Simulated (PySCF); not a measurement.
## `CCO[C@@H](F)OC`, C$_{4}$H$_{9}$FO$_{2}$

Geometry:
| atom | x (Å) | y (Å) | z (Å) |
| --- | --- | --- | --- |
| C1 | -2.848 | 0.263 | -0.438 |
| C2 | -1.558 | -0.306 | 0.122 |
| O3 | -0.469 | 0.260 | -0.607 |
| C4 | 0.751 | -0.138 | -0.196 |
| F5 | 0.927 | -1.505 | -0.480 |
| O6 | 1.685 | 0.586 | -0.854 |
| C7 | 3.018 | 0.337 | -0.440 |
| H8 | -2.852 | 1.344 | -0.338 |
| H9 | -2.933 | 0.013 | -1.491 |
| H10 | -3.696 | -0.152 | 0.099 |
| H11 | -1.446 | -0.053 | 1.187 |
| H12 | -1.538 | -1.398 | 0.018 |
| H13 | 0.875 | -0.100 | 0.915 |
| H14 | 3.309 | -0.694 | -0.658 |
| H15 | 3.635 | 1.025 | -1.010 |
| H16 | 3.133 | 0.527 | 0.632 |

Level of theory: GIAO PBE0/pcSseg-1 magnetisability, rotational g tensor and spin-rotation constants, non-relativistic, gas phase (PySCF 2.14.0). Geometry: GFN2-xTB.

Task: What are the magnetisability and the molar susceptibility?

Result: Isotropic -1092 × 10⁻³⁰ J/T², or -65.8 × 10⁻⁶ cm³/mol; principal values -1151, -1081, -1043 × 10⁻³⁰ J/T², anisotropy 95 × 10⁻³⁰ J/T² (root of half the summed squared differences of the principal values). The susceptibility is in cgs units.

Task: Split it along the inertial axes a, b, c into diamagnetic and paramagnetic parts about the centre of mass, with the quadrupole moment.

Result: 
| axis | χ (10⁻⁶ cm³/mol) | diamagnetic (10⁻⁶ cm³/mol) | paramagnetic (10⁻⁶ cm³/mol) | summed x² of all electrons (Å²) | quadrupole Θ (D Å) |
| --- | --- | --- | --- | --- | --- |
| a | -68.8 | -253.6 | 184.7 | 227.6 | +11.61 |
| b | -65.3 | -1046.6 | 981.3 | 40.7 | -8.84 |
| c | -63.1 | -1138.5 | 1075.4 | 19.1 | -2.76 |

Anisotropies 2χaa − χbb − χcc = -9.3 and 2χbb − χaa − χcc = +1.3 × 10⁻⁶ cm³/mol. Θ is traceless in Buckingham's convention.

Task: And the rotational g tensor?

Result: 
```
axis  rotational constant (GHz)        g  nuclear part  electronic part
   a                     7.0705  -0.0301        0.5835          -0.6136
   b                     1.3122  -0.0003        0.6046          -0.6050
   c                     1.1753  -0.0035        0.5903          -0.5938
```
Asymmetric top; isotopes 12C, 19F, 1H, 16O; no vibrational averaging.
